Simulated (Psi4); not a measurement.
dimethoxyethane (C4H10O2), singlet, at a GFN2-xTB geometry; PBE0/STO-3G (Psi4 1.11).

Input for Psi4:
```
memory 2 GB

molecule mol {
0 1
  C     2.723918    0.618494   -0.048285
  O     1.467993    0.225281    0.437443
  C     0.731716   -0.532983   -0.491397
  C    -0.663293   -0.785087    0.068050
  O    -1.495180    0.298432   -0.269233
  C    -2.767254    0.216302    0.316410
  H     3.344899   -0.251953   -0.298347
  H     3.201048    1.187584    0.746764
  H     2.627283    1.248033   -0.941650
  H     1.240649   -1.491730   -0.681294
  H     0.636639    0.009139   -1.443045
  H    -1.074006   -1.718376   -0.349750
  H    -0.590880   -0.890623    1.159924
  H    -3.295946   -0.691060   -0.004537
  H    -2.703255    0.215449    1.411701
  H    -3.319462    1.093477   -0.014117
}

set basis sto-3g
set reference rks

energy('pbe0')
print_variables()
```

**Question.** What does Psi4 print? Leave out banner, timings and long lists.

**Answer.** 
```
   => Loading Basis Set <=

    Name: STO-3G
    Role: ORBITAL
    Keyword: BASIS

         ---------------------------------------------------------
                                   SCF
               by Justin Turney, Rob Parrish, Andy Simmonett
                          and Daniel G. A. Smith
                              RKS Reference
         ---------------------------------------------------------

  ==> Geometry <==

    Molecular point group: c1
    Full point group: C1

    Geometry (in Angstrom), charge = 0, multiplicity = 1:

       Center              X                  Y                   Z               Mass
    ------------   -----------------  -----------------  -----------------  -----------------
         C            2.724654295361     0.604312483471    -0.052839857617    12.000000000000
         O            1.468729295361     0.211099483471     0.432888142383    15.994914619570
         C            0.732452295361    -0.547164516529    -0.495951857617    12.000000000000
         C           -0.662556704639    -0.799268516529     0.063495142383    12.000000000000
         O           -1.494443704639     0.284250483471    -0.273787857617    15.994914619570
         C           -2.766517704639     0.202120483471     0.311855142383    12.000000000000
         H            3.345635295361    -0.266134516529    -0.302901857617     1.007825032230
         H            3.201784295361     1.173402483471     0.742209142383     1.007825032230
         H            2.628019295361     1.233851483471    -0.946204857617     1.007825032230
         H            1.241385295361    -1.505911516529    -0.685848857617     1.007825032230
         H            0.637375295361    -0.005042516529    -1.447599857617     1.007825032230
         H           -1.073269704639    -1.732557516529    -0.354304857617     1.007825032230
         H           -0.590143704639    -0.904804516529     1.155369142383     1.007825032230
         H           -3.295209704639    -0.705241516529    -0.009091857617     1.007825032230
         H           -2.702518704639     0.201267483471     1.407146142383     1.007825032230
         H           -3.318725704639     1.079295483471    -0.018671857617     1.007825032230

  Running in c1 symmetry.

  Rotational constants: A =      0.38507  B =      0.04959  C =      0.04751 [cm^-1]
  Rotational constants: A =  11544.11152  B =   1486.52606  C =   1424.25758 [MHz]
  Nuclear repulsion =  256.162432782951555

  Charge       = 0
[...]
   @DF-RKS iter   2:  -304.52925621694851   -1.02837e-02   6.67068e-03 DIIS/ADIIS
   @DF-RKS iter   3:  -304.56937899257514   -4.01228e-02   3.54848e-04 DIIS/ADIIS
   @DF-RKS iter   4:  -304.56949844138410   -1.19449e-04   1.28830e-04 DIIS/ADIIS
   @DF-RKS iter   5:  -304.56951722364886   -1.87823e-05   5.36877e-06 DIIS
   @DF-RKS iter   6:  -304.56951726000733   -3.63585e-08   1.52417e-06 DIIS
   @DF-RKS iter   7:  -304.56951726222457   -2.21723e-09   4.93430e-07 DIIS
  Energy and wave function converged.

  ==> Post-Iterations <==

   Electrons on quadrature grid:
      Ntotal   =   49.9999764754 ; deviation = -2.352e-05

    Orbital Energies [Eh]
    ---------------------

    Doubly Occupied:

[...]
      25A     -0.143519

    Virtual:

[...]
    Final Occupation by Irrep:
              A
    DOCC [    25 ]
    NA   [    25 ]
    NB   [    25 ]

  @DF-RKS Final Energy:  -304.56951726222457

   => Energetics <=

    Nuclear Repulsion Energy =            256.1624327829515551
    One-Electron Energy =                -923.9539422326015483
    Two-Electron Energy =                 395.4183521170516542
    DFT Exchange-Correlation Energy =     -32.1963599296262259
    Empirical Dispersion Energy =           0.0000000000000000
    VV10 Nonlocal Energy =                  0.0000000000000000
    Total Energy =                       -304.5695172622245650

Computation Completed

Properties will be evaluated at   0.000000,   0.000000,   0.000000 [a0]

Properties computed using the SCF density matrix

 Multipole Moments:

 ------------------------------------------------------------------------------------
     Multipole            Electronic (a.u.)      Nuclear  (a.u.)        Total (a.u.)
 ------------------------------------------------------------------------------------

 L = 1.  Multiply by 2.5417464519 to convert [e a0] to [Debye]
 Dipole X            :         -0.0483338            0.0695604            0.0212266
 Dipole Y            :          0.9310506           -1.3399591           -0.4089085
 Dipole Z            :          0.2990409           -0.4303773           -0.1313364
 Magnitude           :                                                    0.4300070

 ------------------------------------------------------------------------------------

  Variable Map:
  ----------------------------------------------------------------------------
[...]
  Array Variable Map:
  ----------------------------------------------------------------------------
[...]
[...]
```
